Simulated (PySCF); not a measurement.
H3N, SMILES [NH3+], charge +1, multiplicity 2. Atoms are numbered in the order given.

```xyz
4

N      0.0000     0.0000     0.0000
H      1.0241     0.0000     0.0000
H     -0.5121     0.8869     0.0000
H     -0.5121    -0.8869     0.0000
```
Charge +1, spin multiplicity 2.

Geometry: PBE0-D3(BJ)/def2-TZVPD.

Computed with B3LYP/pcH-1 run with PySCF.

Unrestricted Kohn–Sham, ⟨S²⟩ = 0.753. Hyperfine tensors hold the contact and dipolar terms, without spin-orbit corrections.

Computed hyperfine couplings:
```tsv
nucleus	A(iso) (MHz)	A(iso) (G)	dipolar principal values (MHz)
14N no. 1	45.2	16.1	-49.9, -49.9, 99.8
1H no. 2	-77.3	-27.6	-55.9, -14.2, 70.1
1H no. 3	-77.3	-27.6	-55.9, -14.2, 70.1
1H no. 4	-77.3	-27.6	-55.9, -14.2, 70.1
```

Task: And the g tensor (effective nuclear charges for spin-orbit coupling, GIAO)? (Estimate from the structure and the level; the computed values follow.)

Result: principal values 2.0022, 2.0041, 2.0041; isotropic 2.0035.
